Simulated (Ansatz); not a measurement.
Breaking the B1–H2 bond in BF2H (SMILES FBF) (multiplicity 1 held, fragments rigid). Energies count from the point at 1.187 Å.
Geometry at that point (charge 0, multiplicity 1):
```xyz
4

B     -0.23542    -0.38536     0.08190
H     -0.84420    -1.38184     0.29368
F      0.89920    -0.13881     0.70492
F     -0.67460     0.50643    -0.78305
```

Signs of static correlation in cc-pVDZ, with CASSCF(2,2), from Ansatz (a program for electronic structure) runs.

```tsv
R (Å)	T1 of restricted CCSD	⟨S²⟩ of UHF	largest double amplitude of restricted CCSD	weight of the CASSCF reference in MRCISD	CASSCF natural occupations
0.949	0.014	0.000	0.027	0.920	1.99 0.01
1.068	0.014	0.000	0.027	0.919	1.99 0.01
1.187	0.014	0.000	0.031	0.919	1.98 0.02
1.305	0.014	0.000	0.039	0.920	1.98 0.02
1.424	0.014	0.000	0.059	0.920	1.97 0.03
1.602	0.015	0.000	0.097	0.920	1.95 0.05
1.780	0.015	0.000	0.140	0.920	1.92 0.08
2.077	0.017	0.475	0.224	0.921	1.84 0.16
2.374	0.021	0.771	(withheld)	0.921	1.72 0.28
2.730	(withheld)	0.916	0.460	0.921	1.53 0.47
3.204	0.036	0.979	0.634	0.922	1.31 0.69
3.798	0.043	0.998	0.791	0.922	1.14 0.86
```

**Question.** What belongs in the gaps?

**Answer.** 
- 2.374, largest double amplitude of restricted CCSD: 0.324
- 2.730, T1 of restricted CCSD: 0.027

Doubts at one or more of the structures used: a restricted determinant that unrestricted orbitals would lower (R-CCSD(T)/cc-pVDZ); other coupled-cluster roots lie near (R-CCSD(T)/cc-pVDZ); a spin-contaminated determinant (U-CCSD(T)/cc-pVDZ); T1 above 0.05 (U-CCSD(T)/cc-pVDZ).
